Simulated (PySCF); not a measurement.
# What a mistake does to a calculation on Al2H3O2

These are calculations, not measurements. They come from PySCF 2.14.0, an open-source quantum chemistry program, on an isolated molecule that a program drew, which may never have been made. The molecule is Al2H3O2 (charge 0, doublet), drawn as the SMILES string `[OH][Al][AlH][OH]`.

Each row is a Hartree-Fock (HF) and frozen-core CCSD(T) single point in the cc-pV(D+d)Z basis, meant for a local HF minimum. Run 1 is clean. Each other run has one planted mistake out of seven kinds, and not every kind appears here: one electron removed, one electron added, multiplicity raised by two, geometry at a saddle point, minimal basis STO-3G, one bond length entered in bohr, all coordinates scaled. The reference is restricted for singlets and unrestricted otherwise, and also for a bond in bohr. Adding or removing an electron swaps singlet and doublet. Electrons count all cores. HOMO and LUMO are orbital energies over both spins, the gradient is its largest component, and the lowest frequency (negative if imaginary) is given only where the gradient is small. Bond lengths are over the 6 bonds as drawn. T1 is the CCSD diagnostic: over 0.02 (restricted) or 0.045 (unrestricted) a single reference is doubtful.

Geometry of the clean run:
```xyz
7
Al2H3O2, angstrom
O    -1.2072    1.1339    1.1934
Al   -0.5348   -0.2452    0.4710
Al   -0.7671   -0.9278   -2.0716
O    -2.0657   -1.9609   -2.4390
H    -1.7527    1.8225    0.8520
H     0.3464   -0.7188   -3.1883
H    -2.2139   -2.4361   -3.2405
```

| run | electrons | basis functions | <S^2> | HOMO (eV) | LUMO (eV) | gradient (hartree/bohr) | lowest frequency (cm^-1) | mean bond (Å) | longest bond (Å) | T1 | HF (hartree) | CCSD(T) (hartree) | mistake |
|---|---|---|---|---|---|---|---|---|---|---|---|---|---|
| 1 | 45 | 89 | 0.791 | -7.20 | 1.06 | 8.8e-06 | 49 | 1.5859 | 2.643 | 0.0209 | -635.39929 | -635.92027 | no fault |
| 2 | 45 | 89 | 3.758 | -6.06 | -1.30 | 2.3e-02 | - | 1.5859 | 2.643 | 0.0235 | -635.27814 | -635.77863 | multiplicity raised by two |
| 3 | 46 | 89 | 0.000 | -0.17 | 6.13 | 3.6e-02 | - | 1.5859 | 2.643 | 0.0191 | -635.37823 | -635.93246 | one electron added |
| 4 | 45 | 89 | 0.800 | -7.62 | 0.63 | 5.8e-02 | - | 1.7143 | 2.857 | 0.0240 | -635.36505 | -635.89865 | all coordinates scaled |
| 5 | 45 | 31 | 0.790 | -3.03 | 7.20 | 6.1e-02 | - | 1.5859 | 2.643 | 0.0218 | -627.41438 | -627.56640 | ? |

**Which mistake was planted in run 5, and what did it cost?**

It has 31 basis functions where the clean run has 89, with the same electrons and geometry. So the mistake is: minimal basis STO-3G. Subtracting run 1 and multiplying by 627.51 kcal/mol a hartree, the energy moved by 5010.6 kcal/mol in HF and 5242.1 kcal/mol in CCSD(T).

